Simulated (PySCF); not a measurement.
CH2O, SMILES C=O. Atoms are numbered in the order given.

```xyz
4

C      0.0000     0.0000    -0.5246
O      0.0000     0.0000     0.6712
H      0.0000    -0.9404    -1.1112
H      0.0000     0.9404    -1.1112
```
Charge 0, spin multiplicity 1.

The structure is a stationary point at PBE0-D3(BJ)/def2-TZVPD.

Method: KT2/pcSseg-2 (PySCF).

GIAO shieldings, no solvent; atoms alike by connectivity are averaged. δ = σ(ref) − σ: ¹³C against TMS (σ = 184.2 ppm); ¹⁷O against H2O (σ = 324.0 ppm); ¹H against TMS (σ = 31.47 ppm), references at their B3LYP-D3(BJ)/def2-TZVP geometries, non-relativistic.

```tsv
nucleus	atoms	count	δ (ppm)
¹³C	C1	1	192.0
¹⁷O	O2	1	706.1
¹H	H3, H4	2	10.06
```
